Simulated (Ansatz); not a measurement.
`CO[SiH2]C` + `[SH][AlH][SH]` → `CO[SiH](C)S` + `[AlH2][SH]`  (redistribution)

Calculated with Ansatz (gas phase, PBE0-D4/def2-TZVP geometries, no zero-point term in ΔE). CBS: MP2 limit from def2 TZ/QZ plus the TZ coupled-cluster correction, frozen cores. This one scheme is used for every species. Functionals use def2-TZVPP. One conformer a species, not always the lowest.

`CO[SiH2]C`:

```xyz
12

C     0.846   -1.017   -1.363
O     1.014    0.257   -0.792
Si   -0.191    1.047    0.003
C    -0.683    0.194    1.585
H     1.726   -1.244   -1.968
H    -0.038   -1.058   -2.012
H     0.748   -1.794   -0.595
H    -1.387    1.146   -0.886
H     0.344    2.404    0.277
H    -1.084   -0.805    1.394
H    -1.460    0.771    2.095
H     0.168    0.099    2.263
```

`[SH][AlH][SH]`:

```xyz
6

S    -0.170   -2.098   -0.137
Al    0.015    0.056    0.122
S    -0.060    1.250   -1.698
H    -0.067   -2.321    1.185
H     0.193    0.713    1.543
H     0.088    2.399   -1.015
```

`CO[SiH](C)S`:

Z-matrix (Å, degrees):
```
C
O 1 1.408
H 1 1.095 2 111.1
H 1 1.097 2 111.5 3 121.5
H 1 1.091 2 108.3 3 -119.3
Si 2 1.640 1 123.7 3 -63.3
S 6 2.147 2 112.5 1 57.5
C 6 1.850 2 106.7 1 176.3
H 6 1.489 2 109.2 1 -60.4
H 7 1.342 6 94.4 2 -88.7
H 8 1.092 6 110.7 2 174.2
H 8 1.092 6 110.2 2 53.8
H 8 1.092 6 110.5 2 -65.7
```

`[AlH2][SH]`:

Z-matrix (Å, degrees):
```
Al
S 1 2.181
H 1 1.579 2 116.5
H 1 1.581 2 118.9 3 -180.0
H 2 1.344 1 93.7 3 180.0
```

(1) Is it downhill or uphill in electronic energy at CCSD(T)/CBS, and by how much? (An estimate is asked.)

(2) What do these levels give: ωB97X-V, r2SCAN, HF/def2-TZVPP, SCS-MP2/def2-TZVPP, HF/def2-QZVPP, SCS-MP2/def2-QZVPP? (An estimate is asked.)

Largest T1 diagnostic among the species: 0.011.

Results:

(1) Ansatz gave: Uphill: ΔE = +10.0 kcal/mol.

(2) The calculation gave: ωB97X-V 9.4, r2SCAN 10.1, HF/def2-TZVPP 11.3, SCS-MP2/def2-TZVPP 10.4, HF/def2-QZVPP 11.2, SCS-MP2/def2-QZVPP 10.3 kcal/mol.

The D4 term adds −1.1 kcal/mol with B3LYP and −0.6 kcal/mol with PBE0; it sums over pairs of atoms, weighted by their polarisabilities, and B3LYP, whose exchange is more repulsive, gets the larger term. In def2-TZVPP, CCSD(T) changes the Hartree–Fock value by −1.1 kcal/mol (the triples alone add −0.2 kcal/mol) and MP2 by −1.2 kcal/mol.

B3LYP here is the variant with VWN-RPA as its local correlation; programs differ in this.
